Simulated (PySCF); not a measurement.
C₃H₁₀OSi. Atoms are numbered in the order given.

```xyz
15

Si     0.8712    -0.6146    -0.0715
O      2.0516     0.4591    -0.5851
C     -0.7133     0.2739     0.4593
C     -1.7892    -0.7345     0.8884
C     -1.2138     1.2197    -0.6417
H      0.5968    -1.4866    -1.2462
H      1.3643    -1.4491     1.0707
H      2.4373     1.0363     0.0837
H     -0.4396     0.8829     1.3435
H     -2.7017    -0.2205     1.2360
H     -1.4443    -1.3866     1.7076
H     -2.0838    -1.3851     0.0472
H     -0.4349     1.9363    -0.9459
H     -1.5104     0.6556    -1.5426
H     -2.0955     1.7936    -0.3085
```

Coordinates come from a B3LYP-D3(BJ)/def2-SVP optimisation. The values are those of a single conformer.

The numbers are results of PBE/pcSseg-1 (PySCF), not measurements.

GIAO shieldings, no solvent; atoms listed in one row are averaged. δ = σ(ref) − σ: ²⁹Si against TMS (σ = 335.4 ppm); ¹⁷O against H2O (σ = 334.3 ppm); ¹³C against TMS (σ = 182.0 ppm); ¹H against TMS (σ = 31.49 ppm), references at their B3LYP-D3(BJ)/def2-TZVP geometries, non-relativistic.

Computed chemical shifts:
| nucleus | atoms | count | δ (ppm) |
|---|---|---|---|
| ²⁹Si | Si1 | 1 | -1.8 |
| ¹⁷O | O2 | 1 | 27.6 |
| ¹³C | C3 | 1 | 23.4 |
| ¹³C | C5 | 1 | 21.6 |
| ¹³C | C4 | 1 | 18.1 |
| ¹H | H7 | 1 | 5.43 |
| ¹H | H6 | 1 | 4.80 |
| ¹H | H13, H14, H15 | 3 | 1.48 |
| ¹H | H10, H11, H12 | 3 | 1.18 |
| ¹H | H9 | 1 | 1.12 |
| ¹H | H8 | 1 | 0.56 |
